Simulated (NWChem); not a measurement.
Molecule: SnH$_{3}$OBr; SMILES [OH][SnH2][Br]

```xyz
6

Sn    -0.2956    -0.8110    -0.0007
O      1.4639    -1.7113    -0.0508
Br     0.0904     1.6590    -0.0054
H     -1.0397    -1.2586    -1.4622
H     -1.1188    -1.1620     1.4554
H      2.0647    -1.4045     0.6384
```
Atoms are numbered in this order, from 1.

All runs: NWChem. Medium grid unless said otherwise, to which SCAN and Minnesota functionals are sensitive. Geometry: optimised at PBE0/def2-SVP. def2 effective core potentials on Sn; no spin-orbit coupling. Total energies of different functionals are on different scales.

```csv
level,energy (Ha),highest occupied level (eV),orbital gap (eV),dipole (D)
B3LYP/def2-SVP,-2865.2444,-7.85,6.59,1.73
PBE/def2-SVP,-2864.6688,-6.79,4.91,1.66
KT2/def2-SVP,-2877.2042,-6.90,4.95,1.65
TPSS/def2-SVP,-2864.9820,-6.97,5.17,1.70
MN15-L/def2-SVP,-2864.3919,(withheld),(withheld),(withheld)
N12/def2-SVP,-2867.1427,-6.62,4.83,1.68
LC-BLYP (range parameter 0.33 per bohr)/def2-SVP,-2864.4230,-10.32,11.29,1.82
```

### Question
Some entries are withheld; supply them.

### Answer

- MN15-L/def2-SVP, highest occupied level (eV): -7.40
- MN15-L/def2-SVP, orbital gap (eV): 5.93
- MN15-L/def2-SVP, dipole (D): 1.77
